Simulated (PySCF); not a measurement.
# Electronic structure of W (tungsten, neutral) at the LDA level

Configuration: [Xe] 4f14 5d3 6s2 6p1, one real determinant (an excited configuration). All numbers are calculated (PySCF 2.14, scalar relativity through the core potential, in aug-cc-pVQZ-PP with ECP60MDF (7s7p6d4f3g2h, 135 functions)).

```
Total energy                                                  : -66.9802 hartree
One-electron energy                                           : -111.5826 hartree
Hartree (Coulomb) energy                                      : 51.8045 hartree
Exchange-correlation energy                                   : -7.2021 hartree
⟨S²⟩                                                          : 6.5074
⟨L²⟩                                                          : 15.379
Sum of ⟨r⟩                                                    : 25.81 bohr
Sum of ⟨r²⟩                                                   : 67.41 bohr²
Traceless quadrupole moment −½Σ⟨3z² − r²⟩ along its main axis : -7.62 e·bohr²
```

```csv
shell,electrons,mean orbital energy (eV),spread (eV),"rms radius, mean of both spins (bohr)"
5s α,1,-81.318,0,1.15
5s β,1,-79.851,0,1.15
5p α,3,-46.291,0.348,1.34
5p β,3,-44.584,0.372,1.34
5d α,3,-7.732,0.028,2.15
6s α,1,-7.728,0,3.10
6s β,1,-6.626,0,3.10
6p α,1,-2.742,0,4.57
```

⟨L²⟩ = 15.38 against 20 for a pure G term, so this real determinant mixes terms. Energies and moments cover only the electrons outside the core potential. Spin-orbit coupling, absent here, splits the open shell strongly. ⟨S²⟩ = 6.51 against 6.00 shows spin contamination. The s, p, d and f populations moved away from the nominal configuration during the SCF.
